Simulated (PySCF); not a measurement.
## The C–I bond energy of CI₄

Method: B3LYP/[C def2-SVP, I def2-SVP with ECP28], scalar-relativistic core potentials, density fitting, no spin–orbit coupling, PySCF.

Each entry is the lowest minimum that a search over a few typed start shapes (and spin states, where more than one is plausible) found, or that minimum re-optimised at the stated level; isomers with ligand–ligand bonds, or fragments after loss of a ligand pair, can lie lower.

Total energies (Eh), which compare only within these settings: I atom -297.76850.

```csv
species,2S+1,group,E (Eh),ZPE (kJ/mol)
CI₃,2,C3v,-931.38101,11.3
CI₄,1,Td,-1229.20132,14.0
```

Task: What are De and D0 for CI₄ → CI₃ + I?

Result: De = [(-931.38101) + (-297.76850) − (-1229.20132)] × 2625.5 = 136 kJ/mol. The zero-point energy changes by -2.7 kJ/mol, so D0 = 133 kJ/mol.

Atoms and open shells are unrestricted, without spin–orbit or basis-set superposition corrections.

Spin–orbit coupling can matter for elements this heavy.
